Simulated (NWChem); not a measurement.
System: C₂H₆Bi cation; SMILES [CH3][Bi+][CH3]

NWChem input:

```
start job
memory heap 200 mb stack 700 mb global 900 mb
charge 1
geometry units angstroms noautoz
  Bi     0.000000     0.000000     0.297563
  C      1.640435     0.048385    -1.236313
  H      1.770025    -1.005976    -1.575509
  H      2.586635     0.407206    -0.790411
  H      1.331062     0.655062    -2.110698
  C     -1.640435    -0.048385    -1.236313
  H     -1.331062    -0.655062    -2.110698
  H     -1.770025     1.005976    -1.575509
  H     -2.586635    -0.407206    -0.790411
end
basis spherical
  * library def2-svp
end
ecp
  Bi library def2-ecp
end
dft
  xc pw6b95
  iterations 150
  mulliken
end
task dft energy
```

Geometry: optimised at PBE-D3(BJ)/def2-SVP. def2 effective core potentials on Bi; no spin-orbit coupling.

Task: What results follow from this input? (PW6B95/def2-SVP with def2 effective core potentials on Bi.) Quantities: energy (Ha); highest occupied level (eV); orbital gap (eV).

Result: 
| Quantity | Value |
|---|---|
| energy (Ha) | -294.30 |
| highest occupied level (eV) | -13.03 |
| orbital gap (eV) | 3.69 |
